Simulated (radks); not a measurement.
Valence configurations of Mn II (all share [Ar]). Method: non-relativistic Kohn-Sham, PBEsol, spin-polarised, spherical densities, point nucleus; open shells are filled with parallel spins first; computed with a radial shooting solver on a logarithmic mesh with Libxc functionals. Energies are relative to 3d5 4s1; eigenvalues in eV for spin up.

valence,E (eV),moment (Bohr magnetons),e(3d),e(4p),e(4s)
3d5 4s1,0.000,6,-16.579,-,-12.486
3d6,1.505,4,-11.885,-,-
3d5.5 4p0.5,2.889,5,-14.725,-7.343,-
3d5 4p1,4.844,6,-17.832,-8.364,-
3d4.5 4s1 4p0.5,5.003,6,-19.831,-8.698,-13.804
3d4 4s2,7.865,4,-22.095,-,-13.842
3d4.5 4p1.5,10.128,6,-21.041,-9.332,-
3d4 4s1 4p1,11.170,6,-23.248,-9.675,-15.071
3d3 4s2 4p1,24.023,4,-29.549,-10.620,-16.458
3d3 4s1 4p2,27.411,6,-30.514,-11.491,-17.478

NIST lists [Ar] 3d5 4s1 as the ground configuration; this level of theory agrees among the configurations tried. The energies are those of spherical high-spin densities, not of single terms.
